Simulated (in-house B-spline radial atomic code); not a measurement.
A fraction x of an electron is removed from 3p in the argon ion Ar³⁺, starting from [Ne] 3s2 3p3 and keeping the highest spin. Computed with a B-spline radial code for spherical atoms: non-relativistic PBE, spin-polarised, spherical fractional occupations, point nucleus.

| x | E(x) - E(0) (eV) | 3p up level (eV) |
| --- | --- | --- |
| 0 | 0.0000 | -51.606 |
| 0.1 | 5.2353 | -53.100 |
| 0.17 | 8.9891 | -54.152 |
| 0.29 | 15.5958 | -55.963 |
| 0.4 | 21.8436 | -57.634 |
| 0.5 | 27.6834 | -59.162 |
| 0.62 | 34.8933 | -61.006 |
| 0.68 | 38.5815 | -61.932 |
| 0.85 | 49.3338 | -64.570 |
| 0.9 | 52.5818 | -65.350 |
| 1 | 59.1949 | -66.915 |

The exact functional would give a straight line between the two integer points. Deviations E(x) - E(0) - x[E(1) - E(0)], in eV: -0.684 at x = 0.1, -1.074 at x = 0.17, -1.571 at x = 0.29, -1.834 at x = 0.4, -1.914 at x = 0.5, -1.808 at x = 0.62, -1.671 at x = 0.68, -0.982 at x = 0.85, -0.694 at x = 0.9.

The curve lies below the straight line by up to 1.914 eV (at x = 0.5): convex, the delocalisation error that favours fractional charges.

Task: How well does Slater's transition state (minus the level at half occupation) give the ionisation energy?

Result: It gives 59.162 eV against 59.195 eV from the two total energies; NIST lists 59.58 eV, ground level to ground level.
